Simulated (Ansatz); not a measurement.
A run for Ansatz (a program for electronic structure): R-PBE/def2-TZVPP on disulfane (SMILES SS), atoms moved off the minimum.

Ansatz 0.2 input:
```yaml
crystal:
  periodic: [false, false, false]
  atoms:
    - {symbol: S, position_ang: [-0.83716310, 0.10232046, 0.42898056]}
    - {symbol: S, position_ang: [1.12789760, 0.04675475, -0.55236841]}
    - {symbol: H, position_ang: [-1.51125241, -0.81470379, -0.20415756]}
    - {symbol: H, position_ang: [1.56251555, -0.76350519, 0.29387623]}
basis:
  gaussian:
    orbitals: def2-TZVPP
hamiltonian:
  xc: {name: PBE}
scf: {lower_state_search: off}
output: {forces: true}
```

It printed:

```
WARN ansatz: RAYON_NUM_THREADS=1 ignored (pool sized by the plan → 1); use --threads N
Functional definition: PBE
these checks for a lower state are left out or cut short: stability, starts, cluster_reference, orbital_swaps, neighbouring_geometries, increment
integrals: 0.03 GiB planned
686 factors; their error is unknown
mean field: 0.25 GiB planned
mean field evaluation 1: about -21693.6623 eV, gradient 1.7e1 eV
mean field evaluation 2: about -21693.8652 eV, gradient 1.6e1 eV
mean field evaluation 4: about -21694.4408 eV, gradient 1.5e0 eV
mean field evaluation 8: about -21694.4382 eV, gradient 4.0e-2 eV
mean field evaluation 16: about -21694.4382 eV, gradient 8.4e-6 eV
mean field -21694.43817769 eV, -797.2558980118 hartree, gradient 3.1e-6 eV, S^2 0.000000; 0 other end points of the search recorded, 0 dependent functions left out
the calculation of the forces begins
reference -21694.43820470 eV, -797.2558990045 hartree; 17, 17 occupied and 95, 95 virtual orbitals, 686 factors
Total energy: -21694.43820470 eV, -797.2558990045 hartree
Atom 0 at    -0.837163     0.102320     0.428981 Å, force     1.823000     1.405492     0.401600 eV/Å
Atom 1 at     1.127898     0.046755    -0.552368 Å, force    -2.723966     1.976416    -1.596487 eV/Å
Atom 2 at    -1.511252    -0.814704    -0.204158 Å, force    -0.469446    -1.179995    -0.993922 eV/Å
Atom 3 at     1.562516    -0.763505     0.293876 Å, force     1.370411    -2.201914     2.188809 eV/Å
Dipole moment:     0.006540    -0.240758     0.011666 e Å
Checks for a lower state left out: stability, starts, cluster_reference, orbital_swaps, neighbouring_geometries, increment
```

The calculation finished and met its thresholds.

Cost: about 1.2 core-seconds (a rough figure).
